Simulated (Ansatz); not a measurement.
`C[O][ZnH]` + CH₃SH → `C[S][ZnH]` + CH₃OH at 600 K and 1 bar (ligand exchange at a Zn–O bond).

Isolated molecules relaxed with PBE0-D4/def2-TZVP in Ansatz; ΔE leaves out vibrations. CCSD(T)/CBS is the MP2 limit (def2-TZVPP, def2-QZVPP) plus CCSD(T) − MP2 in def2-TZVPP, frozen cores. This one scheme is used for every species. For Zn outer-core shells are correlated without core-valence functions, which leaves a few kJ/mol of doubt a bond. Scalar relativity is left out up to krypton.

```csv
species,CCSD(T)/CBS energy (Eh),H − E (kJ/mol),S (J/(mol·K))
`C[O][ZnH]`,-1893.99751,165.3,357.2
CH₃SH,-438.22835,152.3,296.8
`C[S][ZnH]`,-2216.62619,161.9,375.7
CH₃OH,-115.61712,163.6,277.3
```

H − E and S are ideal-gas, rigid-rotor, harmonic terms from PBE0-D4/def2-TZVP. 1 Eh = 2625.50 kJ/mol, R = 8.31446 J/(mol·K).

By hand: ΔE, ΔH, ΔS and ΔG.

ΔE = (-2216.62619) + (-115.61712) − (-1893.99751) − (-438.22835) = -0.01745 Eh = -45.8 kJ/mol. Δ(H − E) = 161.9 + 163.6 − 165.3 − 152.3 = 7.9, so ΔH = -37.9 kJ/mol. ΔS = 375.7 + 277.3 − 357.2 − 296.8 = -1.0 J/(mol·K). ΔG = -37.9 − 600 × (-1.0)/1000 = -37.3 kJ/mol.

By hand: the equilibrium constant, and the temperature at which ΔG would vanish if ΔH and ΔS stayed fixed.

log₁₀ K = −ΔG/(RT ln 10) = 3.2. ΔG = 0 at ΔH/ΔS = 37900 K, far beyond where these terms or the molecules hold.

The number of gas molecules stays the same, so ΔS is small and ΔH decides. A doubt of 5 kJ/mol in ΔE shifts log₁₀ K by 0.4 here. These are equilibria of isolated gas molecules and say nothing of rates. Largest T1 diagnostic: 0.017 (customary marks: 0.02 for closed shells, 0.045 for open ones).
